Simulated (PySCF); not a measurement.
PySCF job for CH3BrZn, SMILES [Br][Zn][CH3], PBE-D3(BJ)/def2-SVP. Coordinates come from a PBE-D3(BJ)/def2-SVP optimisation. The structure was generated by enumeration; whether it is a known compound was not checked.

```python
import numpy as np
from pyscf import gto, scf, dft, df
from pyscf.hessian import thermo

mol = gto.M(
    atom='''
    Zn   -0.00000000    0.00000000   -0.81779982
    Br    0.00000000   -0.00000000    1.44177235
    C     0.00000000   -0.00000000   -2.75134328
    H     0.89897915   -0.51902586   -3.13999266
    H    -0.00000000    1.03805171   -3.13999266
    H    -0.89897916   -0.51902586   -3.13999265
    ''',
    basis='def2-SVP',
    charge=0,
    spin=0,
    max_memory=1600,
    verbose=3,
)
mf = dft.RKS(mol, xc='pbe').density_fit(auxbasis='def2-universal-jkfit')
mf.disp = 'd3bj'
mf.grids.level = 3
mf.conv_tol = 1e-11
mf.max_cycle = 100
mf.kernel()

# [left out here: the lines that compute and print the analytic Hessian (its translational invariance restored by hand, since the grid's response is missing), thermochemistry and intensities]
```

Program output:

```
converged SCF energy = -4392.20337188844

WARN: DFTD3 does not support analytical Hessian, using finite difference


WARN: Mole.unit (angstrom) is changed to Bohr

Mode                                 0                   1                   2
Irrep
Freq [cm^-1]                      103.9826            103.9941            281.5688
Reduced mass [au]                   4.2903              4.2904             18.9917
Force const [Dyne/A]                0.0273              0.0273              0.8871
Char temp [K]                     149.6077            149.6244            405.1148
Normal mode                   x     y     z       x     y     z       x     y     z
       0  Zn                -0.01 -0.08 -0.00    0.08 -0.01 -0.00   -0.00  0.00 -0.07
       1  Br                 0.00  0.03  0.00   -0.03  0.00  0.00    0.00 -0.00  0.08
       2   C                 0.01  0.16 -0.00   -0.16  0.01 -0.00    0.00 -0.00 -0.10
       3   H                 0.02  0.23 -0.07   -0.23  0.02 -0.15    0.00 -0.00 -0.10
       4   H                 0.02  0.23  0.17   -0.23  0.02  0.01   -0.00  0.00 -0.10
       5   H                 0.02  0.23 -0.10   -0.23  0.02  0.14   -0.00 -0.00 -0.10
Mode                                 3                   4                   5
Irrep
Freq [cm^-1]                      570.1745            683.3405            683.3546
Reduced mass [au]                   4.6206              1.2102              1.2102
Force const [Dyne/A]                0.8850              0.3330              0.3330
Char temp [K]                     820.3541            983.1748            983.1951
Normal mode                   x     y     z       x     y     z       x     y     z
       0  Zn                -0.00 -0.00 -0.06   -0.00 -0.01 -0.00    0.01 -0.00 -0.00
       1  Br                 0.00  0.00  0.01    0.00  0.00  0.00   -0.00  0.00  0.00
       2   C                 0.00 -0.00  0.22    0.02  0.12  0.00   -0.12  0.02  0.00
       3   H                 0.00 -0.00  0.23   -0.07 -0.22  0.22    0.16 -0.00  0.64
       4   H                 0.00  0.00  0.23   -0.05 -0.15 -0.67    0.24 -0.03 -0.13
       5   H                -0.00 -0.00  0.23    0.01 -0.21  0.45    0.18 -0.08 -0.51
Mode                                 6                   7                   8
Irrep
Freq [cm^-1]                     1153.3407           1378.0732           1378.0890
Reduced mass [au]                   1.2188              1.0538              1.0538
Force const [Dyne/A]                0.9552              1.1791              1.1791
Char temp [K]                    1659.4005           1982.7405           1982.7632
Normal mode                   x     y     z       x     y     z       x     y     z
       0  Zn                 0.00 -0.00 -0.00   -0.00 -0.00 -0.00   -0.00  0.00 -0.00
       1  Br                -0.00  0.00  0.00    0.00  0.00  0.00    0.00 -0.00  0.00
       2   C                 0.00 -0.00  0.13   -0.00 -0.06 -0.00   -0.06  0.00  0.00
       3   H                -0.18  0.10 -0.48    0.38  0.50  0.15    0.06  0.37 -0.27
       4   H                -0.00 -0.20 -0.48    0.01 -0.16 -0.31    0.72  0.00  0.00
       5   H                 0.18  0.10 -0.48   -0.38  0.49  0.16    0.06 -0.38  0.26
Mode                                 9                  10                  11
Irrep
Freq [cm^-1]                     2981.9179           3088.8325           3088.8334
Reduced mass [au]                   1.0328              1.1026              1.1026
Force const [Dyne/A]                5.4109              6.1978              6.1978
Char temp [K]                    4290.3160           4444.1422           4444.1436
Normal mode                   x     y     z       x     y     z       x     y     z
       0  Zn                -0.00 -0.00 -0.00   -0.00  0.00 -0.00   -0.00 -0.00  0.00
       1  Br                 0.00  0.00  0.00   -0.00  0.00  0.00   -0.00 -0.00 -0.00
       2   C                 0.00  0.00  0.05   -0.07  0.05 -0.00   -0.05 -0.07  0.00
       3   H                 0.47 -0.27 -0.18    0.63 -0.36 -0.27    0.03 -0.04 -0.02
       4   H                -0.00  0.54 -0.18   -0.02 -0.40  0.15   -0.01  0.61 -0.23
       5   H                -0.47 -0.27 -0.18    0.27  0.18  0.12    0.56  0.32  0.24
temperature 298.1500 [K]
pressure 101325.00 [Pa]
Rotational constants [GHz] 155.09487 1.53196 1.53196
Symmetry number 3
Zero-point energy (ZPE) 0.03530 [Eh]   92683.683 [J/mol]
                           tot       elec      trans        rot        vib
Entropy [J/mol/K]       304.439      0.000    172.067     92.512     39.860
Cv [J/mol/K]             62.116      0.000     12.472     12.472     37.172
Cp [J/mol/K]             70.430      0.000     20.786     12.472     37.172
Internal energy [J/mol]                      3718.434   3718.434  98854.679
Internal energy [Eh]   -4392.16289  -4392.20337
Enthalpy [J/mol]                             6197.391   3718.434  98854.679
Enthalpy [Eh]          -4392.16194
Gibbs free energy [J/mol]                  -45104.283 -23864.048  86970.474
Gibbs free energy [Eh] -4392.19652
mode   freq/cm-1   IR/(km/mol)
   1      103.98         3.148
   2      103.99         3.149
   3      281.57        18.184
   4      570.17        23.662
   5      683.34        33.673
   6      683.35        33.671
   7     1153.34         0.339
   8     1378.07         2.206
   9     1378.09         2.207
  10     2981.92         5.950
  11     3088.83         2.492
  12     3088.83         2.492
max |gradient| / (hartree/bohr): 4.855265834043934e-05
APT charges: [ 7.956e-01 -5.382e-01 -2.588e-01  5.000e-04  5.000e-04  5.000e-04]
```

Self-consistency was reached.
